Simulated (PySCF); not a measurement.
Orbital picture of TiF⁺

M06 at R = 1.721 Å; PySCF, no relativity, basis sets Ti def2-TZVPPD, F def2-TZVPPD. State: ³Σ⁻ (triplet), unpaired electrons δ ↑↑. Only the outer orbitals are listed, counted within each symmetry.

```tsv
spin	orbital	occ.	ε (eV)	on Ti (%)	main shells (%)
α	7σ	1	-37.28	7	92 F s
α	8σ	1	-17.90	12	86 F p, 11 Ti d
α	3π	1	-17.42	9	91 F p
α	3π	1	-17.42	9	91 F p
α	1δ	1	-11.81	100	100 Ti d
α	1δ	1	-11.80	100	100 Ti d
α	9σ	0	-8.52	88	61 Ti s, 18 Ti d, 9 Ti p
α	4π	0	-7.83	94	90 Ti d
α	4π	0	-7.83	94	90 Ti d
β	2π	1	-45.13	100	100 Ti p
β	2π	1	-45.13	100	100 Ti p
β	7σ	1	-37.31	8	92 F s
β	8σ	1	-17.90	11	88 F p, 9 Ti d
β	3π	1	-17.48	7	92 F p
β	3π	1	-17.48	7	92 F p
β	9σ	0	-7.86	103	92 Ti s
β	4π	0	-6.90	95	90 Ti d
β	4π	0	-6.90	95	90 Ti d
```

Which are the highest filled and the lowest empty level, where do they sit, and how wide is the gap?

Highest filled α 1δ at -11.80 eV (in %: 100 Ti d); lowest empty α 9σ at -8.52 eV (in %: 61 Ti s, 18 Ti d, 9 Ti p); the gap at M06 is 3.28 eV.

```
bond order (Mayer)                                                                                                : 1.10
⟨S²⟩                                                                                                              : 2.003
charge on Ti (Mulliken, basis-dependent)                                                                          : 1.43
charge on Ti (Löwdin, basis-dependent)                                                                            : 1.13
dipole moment (positive dipole points towards F; it is taken about the centre of mass and depends on that origin) : -6.30 D
```

Shares are Mulliken populations and can fall outside 0 to 100 %.

With d or f electrons several states lie close, and the lowest PBE0 determinant need not be the measured ground state.
